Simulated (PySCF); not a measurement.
# Charge-transfer reorganisation: `NC1=CC=CBN1`, C$_{4}$H$_{7}$BN$_{2}$

Molfile (atoms numbered from 1):
```
C4H7BN2
     RDKit          3D

 14 14  0  0  0  0  0  0  0  0999 V2000
    2.2894    0.0808    0.0456 N   0  0  0  0  0  0  0  0  0  0  0  0
    0.9133   -0.0066    0.0189 C   0  0  0  0  0  0  0  0  0  0  0  0
    0.2270   -1.1875    0.1497 C   0  0  0  0  0  0  0  0  0  0  0  0
   -1.1867   -1.1910    0.1766 C   0  0  0  0  0  0  0  0  0  0  0  0
   -1.9388   -0.0517    0.0604 C   0  0  0  0  0  0  0  0  0  0  0  0
   -1.2067    1.2541   -0.0888 B   0  0  0  0  0  0  0  0  0  0  0  0
    0.2255    1.1561   -0.0930 N   0  0  0  0  0  0  0  0  0  0  0  0
    2.6986    0.7826   -0.5489 H   0  0  0  0  0  0  0  0  0  0  0  0
    2.7700   -0.7987   -0.0221 H   0  0  0  0  0  0  0  0  0  0  0  0
    0.7816   -2.1147    0.2270 H   0  0  0  0  0  0  0  0  0  0  0  0
   -1.6699   -2.1601    0.2872 H   0  0  0  0  0  0  0  0  0  0  0  0
   -3.0202   -0.1400    0.0858 H   0  0  0  0  0  0  0  0  0  0  0  0
   -1.6792    2.3516   -0.1934 H   0  0  0  0  0  0  0  0  0  0  0  0
    0.7850    1.9913   -0.1317 H   0  0  0  0  0  0  0  0  0  0  0  0
  1  2  1  0
  2  3  2  0
  3  4  1  0
  4  5  2  0
  5  6  1  0
  6  7  1  0
  7  2  1  0
  1  8  1  0
  1  9  1  0
  3 10  1  0
  4 11  1  0
  5 12  1  0
  6 13  1  0
  7 14  1  0
M  END
```

Method: PySCF 2.14.0, UKS BHandHLYP/def2-SVP four-point reorganisation energy, gas phase. Geometry: BHandHLYP/def2-SVP.

What is the inner reorganisation energy for hole transfer, with the ionisation energy?

λ = 0.425 (surface of the oxidised species) + 0.251 (surface of the starting species) = 0.676 eV. The ionisation energy is 7.37 eV vertical and 6.94 eV adiabatic without zero-point energy; at the relaxed geometry of the oxidised species the two energies differ by 6.69 eV. Largest bond changes: C2–C3 1.372 → 1.440 Å, N1–C2 1.379 → 1.316 Å, C5–B6 1.504 → 1.541 Å, C3–C4 1.414 → 1.381 Å, C4–C5 1.370 → 1.393 Å. ⟨S²⟩ of the relaxed oxidised species 0.801.
